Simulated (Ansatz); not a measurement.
Geometry optimisation, Ansatz, RKS PBE/def2-SVP.

Input file:

```yaml
crystal:
  periodic: [false, false, false]
  atoms:
    - { symbol: W, position_ang: [0.277159, 0.259542, -0.200513] }
    - { symbol: H, position_ang: [-0.028098, -0.612708, 2.582519] }
    - { symbol: F, position_ang: [1.998724, -0.490795, -0.535904] }
    - { symbol: F, position_ang: [0.829216, 1.893752, -1.09807] }
    - { symbol: O, position_ang: [-1.473812, 0.527922, 0.392824] }
    - { symbol: H, position_ang: [-2.118324, 0.095415, 0.977664] }
    - { symbol: O, position_ang: [0.007308, -1.519795, 0.469572] }
    - { symbol: H, position_ang: [0.755855, -2.145826, 0.408703] }
    - { symbol: O, position_ang: [-0.24993, -0.094998, -1.995011] }
    - { symbol: H, position_ang: [0.037208, 0.540924, -2.680409] }
    - { symbol: O, position_ang: [1.04928, 1.241587, 1.267609] }
    - { symbol: H, position_ang: [1.619993, 2.005733, 1.047289] }
    - { symbol: H, position_ang: [0.244222, -0.025554, 2.901028] }
basis:
  gaussian: { orbitals: def2-SVP }
hamiltonian:
  xc: pbe
relax:
  f_tol: 0.03
  max_steps: 50
```

Command:

```bash
$ ansatz run input.yaml --threads 4 --pin off --max-ram 5120MiB --backend cpu --events-out ev --progress --plain --runs-dir out
```

Task: Where does it end, and by what steps?

Result: It converged. The force dipped under the threshold on the way, but the program's further checks kept it going. After 25 steps the energy has fallen by 0.301 eV; H2 moved furthest, 1.73 Å.

```csv
step,energy less start (eV),largest force component (eV/Å),accepted
0,0.0000,1.613,yes
1,-0.1443,0.172,yes
2,-0.2002,0.135,yes
3,-0.2295,0.085,yes
4,-0.2428,0.316,yes
5,-0.2491,0.306,yes
6,-0.2610,0.191,yes
7,-0.2651,0.139,yes
8,-0.2752,0.172,yes
9,-0.2786,0.101,yes
10,-0.2389,1.241,no
11,-0.2803,0.103,yes
12,-0.2688,0.263,no
13,-0.2865,0.116,yes
14,-0.2882,0.069,yes
15,-0.2897,0.177,yes
16,-0.2916,0.160,yes
17,-0.2939,0.131,yes
18,-0.2959,0.162,yes
19,-0.2968,0.199,yes
20,-0.2979,0.124,yes
21,-0.2988,0.022,yes
22,-0.2998,0.015,yes
23,-0.2999,0.167,yes
24,-0.3006,0.024,yes
25,-0.3008,0.010,yes
```

```xyz
13
Properties=species:S:1:pos:R:3
W 0.183 0.189 -0.460
H 0.758 -0.577 4.127
F 1.979 -0.478 -0.504
F 0.910 1.886 -1.038
O -1.653 0.596 -0.239
H -2.134 0.710 0.601
O -0.183 -1.591 0.115
H 0.561 -2.216 0.215
O -0.036 -0.030 -2.327
H 0.252 0.637 -2.979
O 0.552 0.957 1.255
H 1.036 1.802 1.322
H 0.724 -0.210 3.450
```

Whether the end is a true minimum wasn't checked by a vibrational analysis.

The run took 71 s on 4 threads of Arm Neoverse V1, on a shared host, peak memory 0.22 GiB.
